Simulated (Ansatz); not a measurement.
**B2FH3Si: where a starting geometry ends**

The starting geometry of this gas-phase singlet was optimised with GFN2-xTB; its bonds are those of `FB=[BH-][SiH2+]`.

```yaml
atoms:
  - { symbol: B, position_ang: [-2.0331, 0.4962, -1.3152] }
  - { symbol: B, position_ang: [-2.2148, 1.6926, -0.4256] }
  - { symbol: F, position_ang: [-2.1531, 2.7337, 0.3524] }
  - { symbol: Si, position_ang: [-0.2098, 0.1633, -1.5741] }
  - { symbol: H, position_ang: [-2.8141, -0.2136, -1.8394] }
  - { symbol: H, position_ang: [0.4367, -0.8946, -2.3794] }
  - { symbol: H, position_ang: [0.9703, 0.8764, -1.0407] }
```

Q: Predict what becomes of its bonds when it is optimised with B3LYP/6-31G*.

A: It keeps its bonds, and is `FB=[BH-][SiH2+]`.

The energy falls by 0.14 eV over 10 steps:

| step | E − E(last) (eV) |
| --- | --- |
| 1 | 0.138 |
| 2 | 0.036 |
| 3 | 0.018 |
| 4 | 0.007 |
| 5 | 0.002 |
| 6 | 0.001 |
| 7 | 0.000 |
| 8 | 0.000 |
| 9 | 0.000 |
| 10 | 0.000 |

Final geometry (Å):

```yaml
atoms:
  - { symbol: B, position_ang: [-2.0990, 0.3983, -1.3902] }
  - { symbol: B, position_ang: [-2.0539, 1.6330, -0.4671] }
  - { symbol: F, position_ang: [-1.8440, 2.6467, 0.2899] }
  - { symbol: Si, position_ang: [-0.2532, 0.1828, -1.5612] }
  - { symbol: H, position_ang: [-2.9715, -0.2473, -1.8684] }
  - { symbol: H, position_ang: [0.4865, -0.8493, -2.3369] }
  - { symbol: H, position_ang: [0.7172, 1.0896, -0.8882] }
```

Frequencies at the end are all real (lowest 106 cm⁻¹). Run with Ansatz 0.2.0, 68 s on 1 thread of Intel(R) Xeon(R) Processor @ 2.50GHz (Skylake/Cascade Lake), on a shared host.
